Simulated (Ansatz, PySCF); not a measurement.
C2H3ClF2O2Si, SMILES CC(=O)O[Si](F)(F)Cl. Atoms are numbered in the order given.

```xyz
11

C     -3.1634     0.1202     0.3981
C     -1.8040     0.1043    -0.2351
O     -1.5117     0.5141    -1.3242
O     -0.8613    -0.4509     0.5833
Si     0.7264    -0.5287     0.0860
F      0.8823    -1.4336    -1.2204
F      1.4894    -1.2702     1.2798
Cl     1.5451     1.2893    -0.1929
H     -3.8873     0.5669    -0.2932
H     -3.4592    -0.9080     0.6540
H     -3.1222     0.6942     1.3358
```
Charge 0, spin multiplicity 1.

Geometry: ωB97X-D3(BJ)/def2-SVP. Other conformers were not sampled.

Two levels are set side by side: PBE-D3(BJ)/def2-SVP (Ansatz, a quantum-chemistry and plane-wave program) and ωB97X-D3(BJ)/def2-SVP (PySCF). Each level has its own optimised geometry; the coordinates shown are those of the second. Frequencies come from the Hessian of PySCF at each geometry. Differences are taken from unrounded values.

```csv
quantity,ωB97X-D3(BJ),PBE-D3(BJ),PBE-D3(BJ) minus ωB97X-D3(BJ)
mean bond length (Å),1.424,1.435,0.011
bond C1–C2 (Å),1.500,1.502,0.002
bond C2–O3 (Å),1.200,1.212,0.012
bond C2–O4 (Å),1.366,1.379,0.013
bond O4–Si5 (Å),1.666,1.685,0.020
bond Si5–F6 (Å),1.597,1.610,0.013
bond Si5–F7 (Å),1.599,1.612,0.013
bond Si5–Cl8 (Å),2.013,2.031,0.018
bond C1–H9 (Å),1.096,1.103,0.007
bond C1–H10 (Å),1.100,1.108,0.008
bond C1–H11 (Å),1.100,1.108,0.008
highest harmonic wavenumber (cm⁻¹),3229,3132,-96
mean harmonic wavenumber (cm⁻¹),992,949,-44
zero-point energy (kcal/mol),38.30,36.61,-1.69
```

Exact exchange shortens and stiffens bonds; PBE has none. Differences between two approximate levels are no errors against the true value.
